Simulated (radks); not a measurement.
Charge is removed step by step from the 2s down level of O, starting from [He] 2s(up 1, down 1) 2p4. All-electron calculation, non-relativistic Kohn-Sham, r2SCAN, spin-polarised, spherical densities, point nucleus; open shells are filled with parallel spins first; meta-GGA in the generalised Kohn-Sham scheme. Program: a radial shooting solver on a logarithmic mesh with Libxc functionals.

removed (e),E - E(0) (eV),eigenvalue (eV),E minus straight line (eV)
0,0.000,-22.699,0.000
0.125,2.936,-24.280,-0.687
0.25,6.071,-25.886,-1.174
0.375,9.408,-27.501,-1.461
0.5,12.946,-29.102,-1.545
0.625,16.681,-30.659,-1.432
0.75,20.607,-32.134,-1.129
0.875,24.711,-33.509,-0.648
1,28.982,-34.833,0.000

Removing the whole electron costs 28.982 eV by Delta-SCF, against 22.699 eV from minus the eigenvalue at the starting occupation. Slater's transition state (half an electron removed) gives 29.102 eV. Integrating minus the eigenvalue over the occupation (Janak's theorem) gives 28.982 eV. The mean slope of the eigenvalue, de/dn, is 12.1 eV per electron.
